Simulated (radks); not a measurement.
Radial electron density D(r) = 4 pi r^2 rho(r) of an atom or ion with 44 electrons. Method: scalar-relativistic Kohn-Sham, PBE, spin-unpolarised, spherical densities, point nucleus; computed with a radial shooting solver on a logarithmic mesh with Libxc functionals.

```
   r/bohr * D(r) (the largest magnitude, 87.2, reaches the edge; | marks zero)
0.0009499 |*
 0.001247 | *
 0.001637 |  *
 0.002148 |   *
 0.002842 |      *
 0.003731 |         *
 0.004897 |              *
 0.006428 |                    *
 0.008437 |                            *
  0.01107 |                                   *
  0.01454 |                                        *
  0.01908 |                                          *
  0.02525 |                                        *
  0.03314 |                                     *
  0.04349 |                                      *
  0.05709 |                                             *
  0.07494 |                                                      *
  0.09836 |                                                     *
   0.1291 |                                           *
   0.1695 |                                       *
   0.2242 |                                             *
   0.2943 |                                         *
   0.3863 |                       *
   0.5071 |              *
   0.6656 |                *
   0.8736 |            *
    1.147 |     *
    1.505 |*
    1.991 *
    2.614 *
```

What is the nuclear charge?

Answer. Z = 53. The innermost maximum, from 1s, lies near gamma/Z bohr with gamma = sqrt(1 - (Z/c)^2) = 0.922, here 0.0174 bohr (found: 0.0191), and its height grows with Z. The density is that of the iodine ion I9+ in [Kr] 4d8; the configuration itself is not fixed sharply by these data, and Z only to a few units. D(r) has 4 maxima, at r = 0.0191, 0.0845, 0.243, 0.687 bohr, and minima at 0.0371, 0.160, 0.515 bohr, inside which lie 1.98, 11.21, 29.00 electrons.
